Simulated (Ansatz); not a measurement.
Total energies of Rb₂H₃ from Ansatz at PBE0-D4/def2-TZVP, gas phase (1 Eh = 27.2114 eV = 2625.5 kJ/mol). The reference geometry is relaxed at r2SCAN-D4/def2-TZVP.

```xyz
5

Rb    0.5627    1.9316   -0.3174
Rb    1.4848   -1.5228   -2.6566
H    -1.2689    0.3360    2.0395
H     0.2034   -0.6746   -0.5393
H    -0.9821   -0.0702    1.4738
```

```json
{"state": "charge 0 doublet", "geometry": "reference", "energy (Eh)": "-49.91979"}
{"state": "charge 1 singlet", "geometry": "reference", "energy (Eh)": "-49.78963"}
{"state": "charge 0 quartet", "geometry": "relaxed at r2SCAN-D4/def2-TZVP", "energy (Eh)": "-49.84269"}
{"state": "free Rb atom (doublet)", "geometry": "–", "energy (Eh)": "-24.08178"}
{"state": "free H atom (doublet)", "geometry": "–", "energy (Eh)": "-0.50104"}
```

In the def2 sets Rb takes a core potential; there is no spin–orbit coupling.

Problem. Work out the vertical ionisation energy to the singlet.

Solution. E(charge 1 singlet) − E(charge 0 doublet) = -49.78963 − (-49.91979) = 0.13016 Eh = 3.54 eV. For comparison, −ε of the highest occupied level of the spin that leaves is 2.35 eV at this level, 1.19 eV less.

Problem. Which of the charge 0 states is lowest, and how far above it are the others?

Solution. The doublet. quartet: -49.84269 − (-49.91979) = 0.07710 Eh = 202.4 kJ/mol. The quartet has fallen apart, so its energy is that of loose fragments and no spin gap. The quartet differs in its bonds from the reference.

Problem. What is the binding energy per atom against free atoms?

Solution. Atoms: 2 × (-24.08178) + 3 × (-0.50104) = -49.66668 Eh. Binding: -49.66668 − (-49.91979) = 0.25311 Eh = 6.89 eV, or 1.38 eV for each of 5 atoms (no zero-point energy, no counterpoise term).

The structure comes from a short search, and lower isomers may exist.
